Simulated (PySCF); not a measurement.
Molecular orbitals of SbH⁺

r²SCAN at R = 1.722 Å; PySCF, scalar-relativistic core potentials, basis sets Sb def2-SVPD with ECP28, H def2-SVPD. State: ²Π (doublet), unpaired electrons π ↑. Only the outer orbitals are listed, counted within each symmetry, core potentials removing the inner ones.

```tsv
spin	orbital	occ.	ε (eV)	on Sb (%)	main shells (%)
α	1δ	1	-42.75	100	100 Sb d
α	1δ	1	-42.67	100	100 Sb d
α	2π	1	-42.54	100	100 Sb d
α	3σ	1	-42.21	100	100 Sb d
α	2π	1	-42.19	100	100 Sb d
α	4σ	1	-21.97	91	90 Sb s, 8 H s
α	5σ	1	-14.97	63	53 Sb p, 37 H s, 8 Sb s
α	3π	1	-12.77	100	100 Sb p
α	3π	0	-12.17	99	99 Sb p
α	6σ	0	-6.59	59	41 H s, 41 Sb p, 17 Sb d
α	7σ	0	-3.61	105	96 Sb s
β	1δ	1	-42.68	100	100 Sb d
β	2π	1	-42.51	100	100 Sb d
β	1δ	1	-42.51	100	100 Sb d
β	3σ	1	-42.06	100	100 Sb d
β	2π	1	-42.02	100	100 Sb d
β	4σ	1	-21.07	87	85 Sb s, 13 H s
β	5σ	1	-14.77	61	48 Sb p, 40 H s, 11 Sb s
β	3π	0	-11.68	98	98 Sb p
β	3π	0	-10.39	97	97 Sb p
β	6σ	0	-6.21	60	42 Sb p, 37 H s, 14 Sb d
```

Which are the highest filled and the lowest empty level, where do they sit, and how wide is the gap?

Highest filled α 3π at -12.77 eV (in %: 100 Sb p); lowest empty α 3π at -12.17 eV (in %: 99 Sb p); the gap at r²SCAN is 0.60 eV. Both belong to one degenerate shell, split only by its one-sided filling, so this is no excitation gap.

The bond order (Mayer) is 0.97, the ⟨S²⟩ is 0.755 and the charge on Sb (Mulliken, basis-dependent) is 0.99. The charge on Sb (Löwdin, basis-dependent) is 1.21 and the dipole moment (positive dipole points towards H; it is taken about the centre of mass and depends on that origin) is 0.40 D.

Shares are Mulliken populations and can fall outside 0 to 100 %.

Spin–orbit coupling is left out. The state was picked by a PBE0 search and need not be the measured ground state.
